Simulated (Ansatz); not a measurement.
The cluster TaO2⁺, relaxed as a singlet with RKS PBE0-D4/def2-TZVP in Ansatz, starting from the PBE0-D4/def2-TZVP geometry of the neutral doublet. Force threshold 0.02 eV/Å.

In the def2 sets Ta takes a core potential; there is no spin–orbit coupling. The structure comes from a short search, and lower isomers may exist.

Start:

```csv
atom,x (Å),y (Å),z (Å)
Ta1,-0.3711,-0.5866,0.0154
O2,-0.1905,0.4971,-1.3070
O3,0.5615,0.0894,1.2916
```

**Question.** Estimate the energy that the relaxation releases and the steps that it takes.

**Answer.** 1.4 kcal/mol, in 3 steps; 2.7 s on 4 threads of Arm Neoverse V1 on a shared host. No frequencies were taken in this run, so the end may be a saddle point.

**Question.** Does the start keep its bonding and symmetry?

**Answer.** By distances, no bond broke or formed. The bond that changes most is Ta1–O3, from 1.72 to 1.69 Å (atoms count from 1). Point group C2v at the start, C2v at the end, both within 0.05 Å.

**Question.** Predict the relaxed structure.

**Answer.** 
Cartesian coordinates in Å:
```
Ta -0.3726 -0.5890 0.0154
O -0.1780 0.4920 -1.2665
O 0.5506 0.0970 1.2511
```
Bond lengths: 2 × O–Ta 1.69 Å.
